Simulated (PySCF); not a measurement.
C3H7FOSi.
Atom-mapped SMILES: `[CH2:1]=[C:2]([CH2:3][F:4])[O:5][SiH3:6]` (hydrogens: H7, H8 on C1; H9, H10 on C3; H11, H12, H13 on Si6)

Geometry (PBE0-D3(BJ)/def2-SVP, Å), atoms numbered from 1 in this order:
```xyz
13
C3H7FOSi angstrom
C     -0.7028   -1.9542    0.4462
C     -0.2862   -0.7387    0.0934
C     -0.7340   -0.0394   -1.1588
F     -1.5855   -0.8074   -1.8918
O      0.5907   -0.0384    0.8522
Si     1.2386    1.5010    0.7889
H     -0.3463   -2.4195    1.3662
H     -1.4032   -2.4853   -0.1964
H     -1.2408    0.9087   -0.8934
H      0.1479    0.2145   -1.7768
H      1.9847    1.7153   -0.4882
H      2.1635    1.5910    1.9471
H      0.1655    2.5354    0.8960
```

All values: PBE0/pcSseg-1 and CAM-B3LYP/def2-SVPD (PySCF, non-relativistic), on one gas-phase PBE0-D3(BJ)/def2-SVP geometry that isn't relaxed in the solvent. The solvent is an IEF-PCM continuum (cavity from Bondi-type radii × 1.2). Specific hydrogen bonds and non-electrostatic terms are outside this model.

Gas phase at PBE0/pcSseg-1: HOMO -6.86 eV, LUMO 0.01 eV, dipole 2.07 D.

Q: What does the continuum do to the energy, the frontier levels and the dipole at PBE0/pcSseg-1 in dichloromethane and acetonitrile?

A: 
| solvent | ε | E(solvent) − E(gas) (kcal/mol) | polarisation term (kcal/mol) | distortion of the solute (kcal/mol) | HOMO (eV) | LUMO (eV) | dipole (D) |
| --- | --- | --- | --- | --- | --- | --- | --- |
| dichloromethane | 8.93 | -3.26 | -3.68 | 0.42 | -6.89 | 0.27 | 2.65 |
| acetonitrile | 35.69 | -3.79 | -4.37 | 0.58 | -6.90 | 0.30 | 2.75 |

The polarisation term is half the interaction of the solute with the surface charges that it induces; the rest is the cost of distorting the solute's density. The sum is the electrostatic part of solvation alone. From dichloromethane to acetonitrile the lowering changes by a factor 1.16, Onsager's factor (ε − 1)/(2ε + 1) by 1.14 and ε itself by 4.0.

Q: Which radius a makes the point-dipole formula ΔE = −[(ε − 1)/(2ε + 1)]·μ²/a³ give the value in acetonitrile, with the gas-phase dipole?

A: μ = 0.815 au and |ΔE| = 0.00604 Eh give a = 1.99 Å; the farthest nucleus lies 3.32 Å from the centroid of the nuclei, so such a sphere wouldn't even hold the nuclei. The formula assumes a rigid point dipole at the centre of a sphere.

Q: Give the dipole vector in the frame of the coordinates (D, pointing from negative to positive charge), gas and acetonitrile.

A: Gas (0.95, 1.84, 0.16), solvent (1.14, 2.50, -0.02). Its length changes by +33 % and its direction by 6°.

Q: Which Hirshfeld charges (PBE0/pcSseg-1) respond most in acetonitrile (means over atoms taken as equivalent)?

A: 
| atoms | environment | gas (e) | solvent (e) | change |
| --- | --- | --- | --- | --- |
| C1 | terminal =CH2 carbon | -0.149 | -0.167 | -0.018 |
| F4 | alkyl fluorine | -0.094 | -0.107 | -0.013 |
| H9/H10 | methylene hydrogen | +0.046 | +0.058 | +0.012 |
| O5 | silyl ether oxygen | -0.197 | -0.203 | -0.006 |
| Si6 | oxygen-bound silicon | +0.395 | +0.400 | +0.005 |
| H11/H12/H13 | Si–H hydrogen | -0.072 | -0.069 | +0.003 |
| H8 | vinylic hydrogen | +0.041 | +0.038 | -0.003 |
| C3 | sp3 C–F carbon | +0.022 | +0.024 | +0.002 |
| H7 | vinylic hydrogen | +0.046 | +0.045 | -0.001 |
| C2 | vinylic carbon bearing oxygen | +0.061 | +0.061 | 0.000 |

Q: Which Mayer bond orders change most in acetonitrile?

A: 
| bond | length (Å) | gas | solvent | change |
| --- | --- | --- | --- | --- |
| O5–Si6 | 1.671 | 0.888 | 0.866 | -0.022 |
| C3–F4 | 1.361 | 0.913 | 0.894 | -0.019 |
| C1–C2 | 1.332 | 1.902 | 1.889 | -0.013 |
| C2–O5 | 1.355 | 0.944 | 0.951 | +0.007 |
| Si6–H11 | 1.495 | 0.915 | 0.922 | +0.007 |
| Si6–H13 | 1.494 | 0.916 | 0.922 | +0.006 |
| C2–C3 | 1.503 | 1.003 | 1.008 | +0.005 |
| C3–H9 | 1.107 | 0.926 | 0.921 | -0.005 |

Gas phase at CAM-B3LYP/def2-SVPD: HOMO -8.24 eV, LUMO 0.83 eV, dipole 2.03 D.

Q: What does the continuum do to the energy, the frontier levels and the dipole at CAM-B3LYP/def2-SVPD in acetonitrile?

A: 
| solvent | ε | E(solvent) − E(gas) (kcal/mol) | polarisation term (kcal/mol) | distortion of the solute (kcal/mol) | HOMO (eV) | LUMO (eV) | dipole (D) |
| --- | --- | --- | --- | --- | --- | --- | --- |
| acetonitrile | 35.69 | -3.67 | -4.30 | 0.63 | -8.26 | 1.09 | 2.71 |

Q: How does the static polarisability (CAM-B3LYP/def2-SVPD, frozen core, with the continuum's full static response) change?

A: 
```tsv
medium	isotropic (au)	principal values (au)	⟨r²⟩ of the electrons (bohr²)
gas	69.6	55.1, 66.6, 87.2	890.0
acetonitrile	91.4	75.5, 86.3, 112.4	890.3
```

The isotropic value in acetonitrile is 1.31 times the gas-phase one; no cavity-field correction is applied. ⟨r²⟩ is taken about the centre of nuclear charge.

The run took 27 s of wall time on one thread of an Arm Neoverse N1, on a shared host, and the process peaked at 0.85 GiB of memory. This is the whole shielding run at PBE0/pcSseg-1 in acetonitrile, SCF included.
